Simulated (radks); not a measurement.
Polarisability of the iron ion Fe2+, [Ar] 3d6, at imaginary frequency. Calculated with a radial shooting solver on a logarithmic mesh with Libxc functionals: non-relativistic Kohn-Sham, LDA (Slater exchange, Perdew-Wang correlation), spin-unpolarised, spherical densities, point nucleus. Response by self-consistent Sternheimer equations with the Hartree and adiabatic LDA kernel.

w (hartree)  alpha1(iw) (bohr^3)
0.00266                    4.075
0.0143                     4.073
0.0360                     4.062
0.0697                     4.027
0.118                      3.943
0.186                      3.774
0.280                      3.485
0.413                      3.073
0.605                      2.574
0.892                      2.039
1.35                       1.501
2.12                      0.9818
3.59                      0.5282
6.94                      0.2055
17.5                     0.04515

Static values: alpha1 = 4.075 bohr^3 (0.6038 angstrom^3; uncoupled 5.083). C6 = 11.93, triple-dipole C9 = 31.83 atomic units. One-pole (London) frequency 4 C6 / (3 alpha1^2) = 0.958 hartree, against 0.963 for minus the highest occupied eigenvalue. The dipole shielding factor is 0.923, as the force sum rule N/Z = 0.923 demands.
